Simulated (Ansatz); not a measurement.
Calculated with Ansatz (gas phase, PBE0-D4/def2-TZVP geometries, no zero-point term in ΔE). CCSD(T)/CBS adds triple-zeta CCSD(T) − MP2 to the extrapolated MP2 energy (def2 sets, frozen cores). This one scheme is used for every species. def2 core potentials past Kr. For Ge, Te outer-core shells are correlated without core-valence functions, which leaves a few kJ/mol of doubt a bond. Scalar relativity is left out up to krypton.

`C=[C]([GeH3])[TeH]` + HCl → `C=C(Cl)[TeH]` + GeH₄  (substitution at a C–Ge bond)

```tsv
species	CCSD(T)/CBS(def2) energy (Eh)
`C=[C]([GeH3])[TeH]`	-2423.50862
HCl	-460.38127
`C=C(Cl)[TeH]`	-805.37257
GeH₄	-2078.49493
```

Question: Work out ΔE.

Answer: ΔE = (-805.37257) + (-2078.49493) − (-2423.50862) − (-460.38127) = 0.02239 Eh = +58.8 kJ/mol.

Largest T1 diagnostic among the species: 0.012.

In def2-TZVPP, CCSD(T) changes the Hartree–Fock value by +7.9 kJ/mol (the triples alone add −0.5 kJ/mol) and MP2 by +9.7 kJ/mol. From PBE to PBE0 (25 % exact exchange), in def2-TZVPP and without D4, ΔE moves by +5.5 kJ/mol.
